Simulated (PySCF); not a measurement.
**Vanadium: a sound run and one with changed settings**

Sound run: V [Ar] 3d3 4s2, V+ [Ar] 3d4. Computed with PySCF 2.14 in cc-pVDZ (6s5p3d1f, 43 functions), with the non-relativistic Hamiltonian (point nucleus). The sound run starts from symmetry-adapted Hartree-Fock orbitals and uses a fine grid where one is needed.

Changed run: radial step 0.8 in ln r (0.13 in the sound run). This setting is unsound on purpose.

```json
{"species": "V", "method": "UHF", "sound run (hartree)": "-942.88963", "changed run (hartree)": "-942.88963", "converged": "yes"}
{"species": "V", "method": "PBE0", "sound run (hartree)": "-943.69373", "changed run (hartree)": "-943.78343", "converged": "yes"}
{"species": "V", "method": "TPSS", "sound run (hartree)": "-943.92090", "changed run (hartree)": "-943.83390", "converged": "yes"}
{"species": "V+", "method": "UHF", "sound run (hartree)": "-942.67278", "changed run (hartree)": "-942.67278", "converged": "yes"}
{"species": "V+", "method": "PBE0", "sound run (hartree)": "n/a", "changed run (hartree)": "-943.53904", "converged": "yes"}
{"species": "V+", "method": "TPSS", "sound run (hartree)": "-943.69870", "changed run (hartree)": "-943.57787", "converged": "yes"}
```

Ionisation energy of V:

```json
{"method": "UHF", "sound run (eV)": "5.901", "changed run (eV)": "5.901"}
{"method": "PBE0", "sound run (eV)": "n/a", "changed run (eV)": "6.650"}
{"method": "TPSS", "sound run (eV)": "6.046", "changed run (eV)": "6.967"}
```

A coarse radial grid mis-integrates the density and the exchange-correlation energy, with errors of either sign; Hartree-Fock needs no grid.

For comparison, NIST gives 6.746 eV between the lowest levels.
